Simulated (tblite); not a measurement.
Isomers of C3H4FN3. Computed values, GFN2-xTB/tblite, gas phase, harmonic and unscaled. The method is semi-empirical: single wavenumbers can be off by several per cent or more. One conformer each.

Electronic energies: GFN2-xTB at the same geometries; isomer energies are rough at this level and their order can be wrong.

| SMILES | electronic energy, lowest = 0 (kJ/mol) |
| --- | --- |
| Cn1ncc(F)n1 | 17.9 |
| FCc1nc[nH]n1 | 0.0 |
| Cc1[nH]nnc1F | 44.7 |

Question: How do GFN2-xTB zero-point energies change the relative energies?

Answer: 
```tsv
SMILES	ZPE (kJ/mol)	of it from modes above 1550 cm⁻¹	electronic (kJ/mol)	with ZPE, lowest = 0 (kJ/mol)	lowest mode (cm⁻¹)	rings
FCc1nc[nH]n1	203.2	75.2	0.0	0.0	33	1
Cn1ncc(F)n1	201.7	73.5	17.9	16.4	17i	1
Cc1[nH]nnc1F	202.0	84.5	44.7	43.5	66	1
```

The zero-point energies span 1.5 kJ/mol, from `Cn1ncc(F)n1` to `FCc1nc[nH]n1`. Slightly imaginary modes are left out of the zero-point energy: `Cn1ncc(F)n1` 16.7i cm⁻¹. The order is unchanged.
